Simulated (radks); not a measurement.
Values are calculated unless marked as measured or tabulated.
The potassium ion K3+, configuration [Ne] 3s2 3p4 (the NIST ground configuration). Code: a radial shooting solver on a logarithmic mesh with Libxc functionals. Model: scalar-relativistic Kohn-Sham, PBEsol, spin-unpolarised, spherical densities, finite nucleus; Fermi nuclear charge, rms radius 3.4349 fm.

Radial electron density D(r) = 4 pi r^2 rho(r):

```
   r/bohr * D(r) (the largest magnitude, 22.7, reaches the edge; | marks zero)
  0.00424 | *
 0.004743 |  *
 0.005348 |  *
 0.006029 |   *
 0.006744 |    *
 0.007604 |     *
 0.008573 |       *
 0.009666 |        *
  0.01081 |          *
  0.01219 |            *
  0.01374 |               *
  0.01537 |                  *
  0.01733 |                     *
  0.01954 |                         *
  0.02186 |                             *
  0.02465 |                                 *
  0.02779 |                                     *
  0.03108 |                                         *
  0.03505 |                                             *
  0.03951 |                                                *
   0.0442 |                                                   *
  0.04983 |                                                    *
  0.05618 |                                                     *
  0.06284 |                                                    *
  0.07085 |                                                  *
  0.07989 |                                               *
  0.08936 |                                            *
   0.1007 |                                         *
   0.1136 |                                      *
   0.1281 |                                     *
   0.1433 |                                      *
   0.1615 |                                        *
   0.1821 |                                            *
   0.2037 |                                                *
   0.2297 |                                                    *
    0.259 |                                                      *
   0.2896 |                                                      *
   0.3266 |                                                   *
   0.3682 |                                             *
   0.4118 |                                     *
   0.4643 |                            *
   0.5236 |                     *
   0.5856 |               *
   0.6603 |            *
   0.7444 |           *
   0.8327 |            *
   0.9388 |             *
    1.059 |             *
    1.184 |             *
    1.335 |           *
    1.505 |        *
    1.697 |     *
    1.898 |   *
     2.14 | *
    2.413 |*
    2.699 *
    3.043 *
    3.431 *
    3.838 *
    4.327 *
```

D(r) has 3 maxima, at r = 0.0553, 0.272, 1.05 bohr, and minima at 0.131, 0.739 bohr, inside which lie 2.16, 10.38 electrons.
